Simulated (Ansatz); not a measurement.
Species: [B(CH3)3(NCH)] (charge 0, multiplicity 1).

Question: Give a relaxed geometry from Ansatz (an electronic-structure program) with B3LYP-D3(BJ)/def2-SVP.

Answer: the end point of this relaxation.
Cartesian coordinates (Å) in one orientation:
```xyz
16

B     -0.006    -0.003    -0.004
C     -0.336     1.468    -0.622
H      0.087     1.624    -1.630
H      0.005     2.298     0.021
H     -1.432     1.563    -0.715
C     -0.524    -0.203     1.527
H     -1.627    -0.176     1.524
H     -0.185     0.596     2.210
H     -0.227    -1.172     1.965
C     -0.400    -1.234    -0.996
H      0.021    -1.129    -2.011
H     -1.498    -1.251    -1.104
H     -0.100    -2.223    -0.605
C      2.734    -0.092     0.166
N      1.587    -0.054     0.095
H      3.810    -0.127     0.233
```
